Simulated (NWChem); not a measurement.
Correlation energy of thionyl fluoride (F₂OS)

```xyz
4

O     -1.3917    -0.3297     0.0000
S     -0.1604     0.4112     0.0000
F      0.7611    -0.2190     1.1690
F      0.7611    -0.2190    -1.1690
```
Charge 0, spin multiplicity 1.

The numbers come from NWChem runs, not from measurements. All single points use one geometry, from PBE0/def2-SVP, a minimum by its harmonic frequencies.

Basis set: def2-SVP. Each correlation energy counts from its own Hartree-Fock reference.

The correlated methods keep 8 core orbitals frozen. No row is a measurement; the coupled-cluster row has its own basis-set and correlation limits.

Task: For the correlation energy, CR-CCSD[T] gives -727.1 mHa and SCS-MP2 gives -677.1 mHa. What do CCSD+T(CCSD), CR-CCSD(T), CCSD(T) give?

Result: CCSD+T(CCSD): -732.6 mHa; CR-CCSD(T): -725.1 mHa; CCSD(T): -729.9 mHa.
